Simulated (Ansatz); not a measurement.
Te₃⁻, relaxed as a doublet with UKS PBE0-D4/def2-SVPD in Ansatz, starting from the GFN2-xTB geometry. Force threshold 0.02 eV/Å.

In the def2 sets Te takes a core potential; there is no spin–orbit coupling. The structure comes from a short search, and lower isomers may exist.

Start:

```xyz
3

Te    0.224   -2.175   -0.299
Te   -1.228    1.806    0.318
Te    1.004    0.370   -0.020
```

Estimate the energy that the relaxation releases and the steps that it takes.

0.7 kcal/mol, in 3 steps; 59 s on 4 threads of Intel Xeon on a shared host. No frequencies were taken in this run, so the end may be a saddle point.

Does the start keep its bonding and symmetry?

By distances, no bond broke or formed. The bond that changes most is Te1–Te3, from 2.68 to 2.67 Å (atoms count from 1). Point group C2v at the start, C2v at the end, both within 0.05 Å.

Predict the relaxed structure.


Cartesian coordinates in Å:
```
Te 0.302 -2.251 -0.314
Te -1.217 1.914 0.332
Te 0.914 0.336 -0.018
```
Bond lengths: 2 × Te–Te 2.67 Å.
